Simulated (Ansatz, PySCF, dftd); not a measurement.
Species: AlO2H2, charge 0, doublet. AlO2H2 (SMILES [OH][Al][OH], doublet).
B3LYP-D3(BJ)/def2-TZVP minimum from Ansatz (a quantum-chemistry and plane-wave program):
```xyz
5

Al     0.0795    -0.5089    -0.0126
O      1.0953     0.4653    -0.9725
H      1.0612     1.4216    -1.0460
O     -1.1776     0.0617     0.9855
H     -1.4361     0.9782     1.1053
```
Charge 0, spin multiplicity 2.

Property: enthalpy of formation at 298 K (by atomisation, with ideal-gas terms from PySCF's Hessian at B3LYP-D3(BJ)/def2-TZVP and the atoms' measured values of the G2/97 table; no spin-orbit terms), in kcal/mol. Open shells are spin-unrestricted; no spin-orbit coupling. Cores are frozen in correlated methods. Rows without X2C or -DK are non-relativistic. CBS(X,Y): correlation extrapolated as X^-3, Hartree-Fock from the larger set. A bracket is a step between two methods taken in the basis named. Functionals run without relativity, which enters their misses. Double hybrids freeze cores in their MP2 part. 'core' is core correlation in cc-pwCVTZ (1s frozen past Ne), 'X2C' scalar relativity in cc-pVTZ-DK, both at CCSD(T). For partners of very few electrons the exact lower level stands in for a higher one. The spin of H2AlO2 ([OH][Al][OH], doublet) was assumed, and the state is the lowest solution found for it.

```csv
level,program,enthalpy of formation at 298 K (kcal/mol),difference against the last row
B3LYP/def2-TZVPD,Ansatz,-105.0,10.4
PBE0/def2-TZVPD,Ansatz,-102.2,13.2
B2GP-PLYP-D4/def2-TZVPD,Ansatz + dftd4,-105.8,9.6
B2GP-PLYP/def2-TZVPD,Ansatz,-105.2,10.2
MP2/cc-pV(T+d)Z,Ansatz,-118.2,-2.8
MP2/cc-pV(Q+d)Z,Ansatz,-128.9,-13.5
"CCSD(T)/CBS(cc-pV(T+d)Z,cc-pV(Q+d)Z) + core + X2C",Ansatz,-114.7,0.7
CCSDT(Q)/cc-pV(D+d)Z,Ansatz,-63.8,51.6
"CCSD(T)/CBS(cc-pV(T+d)Z,cc-pV(Q+d)Z) + [CCSDT(Q) - CCSD(T)]/cc-pV(D+d)Z + core + X2C",Ansatz,-115.4,0.0
```
